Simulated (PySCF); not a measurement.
Two-component Hartree-Fock for Te(6+) (tellurium, charge +6)

Start: [Kr] 4d10. Calculated with PySCF 2.14 in x2c-TZVPPall-2c with one added diffuse shell each of s, p, d, f type (9s10p6d3f, 90 functions): generalised Hartree-Fock with the X2C-1e Hamiltonian and a Gaussian nucleus; spin-orbit coupling (SO) screened by Boettger's factors.

```tsv
spinor shell	electrons	ε, screened SO (eV)	weight of nominal j (screened SO)	rms radius, screened SO (bohr)
1s1/2	2	-32044.4	1.000	0.0318
2s1/2	2	-5073.5	1.000	0.130
2p1/2	2	-4746.7	1.000	0.112
2p3/2	4	-4469.6	1.000	0.117
3s1/2	2	-1110.0	1.000	0.343
3p1/2	2	-974.31	1.000	0.335
3p3/2	4	-921.02	1.000	0.347
3d3/2	4	-683.75	1.000	0.320
3d5/2	6	-672.84	1.000	0.323
4s1/2	2	-265.46	1.000	0.814
4p1/2	2	-216.74	1.000	0.855
4p3/2	4	-206.47	1.000	0.882
4d3/2	4	-126.04	1.000	1.01
4d5/2	6	-124.41	1.000	1.02
```

```csv
quantity,screened SO
E (hartree),-6783.96354
M_J,0
⟨J²⟩,0.000
⟨L²⟩,0.020
⟨S²⟩,0.020
```

Breit and QED terms are absent; they matter most for the inner s and p1/2 levels.

Densities and radii are taken from the X2C orbitals without a picture-change correction, which distorts them close to the nucleus.
